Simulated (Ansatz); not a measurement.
Consider the formal exchange of groups at a B–C bond: `OB([SiH3])C(F)Cl` + `FCI` → `OB([SiH3])CI` + `FC(F)Cl`.

Program: Ansatz. Geometries: PBE0-D4/def2-TZVP. ΔE: electronic, gas phase. CCSD(T)/CBS is the MP2 limit (def2-TZVPP, def2-QZVPP) plus CCSD(T) − MP2 in def2-TZVPP, frozen cores. Functionals use def2-TZVPP. Elements past krypton have def2 core potentials. For I outer-core shells are correlated without core-valence functions, which leaves a few kJ/mol of doubt a bond. One conformer a species, not always the lowest.

```json
{"level": "PBE0-D4", "ΔE (kcal/mol)": "-16.5"}
{"level": "ωB97M-V", "ΔE (kcal/mol)": "-16.0"}
{"level": "r2SCAN", "ΔE (kcal/mol)": "-16.2"}
{"level": "PBE0", "ΔE (kcal/mol)": "-16.1"}
```

Q: What does CCSD(T)/CBS give? (An estimate is asked.)

A: Computed: -16.6 kcal/mol. The listed levels differ from it by 0.1, 0.6, 0.4, 0.5 kcal/mol.

Largest T1 diagnostic among the species: 0.013.

In def2-TZVPP, CCSD(T) changes the Hartree–Fock value by −1.7 kcal/mol (the triples alone add −0.4 kcal/mol) and MP2 by −3.3 kcal/mol. From PBE to PBE0 (25 % exact exchange), in def2-TZVPP and without D4, ΔE moves by −1.3 kcal/mol. The D4 term adds −0.9 kcal/mol with B3LYP and −0.4 kcal/mol with PBE0; it sums over pairs of atoms, weighted by their polarisabilities, and B3LYP, whose exchange is more repulsive, gets the larger term.

B3LYP here is the variant with VWN-RPA as its local correlation; programs differ in this.
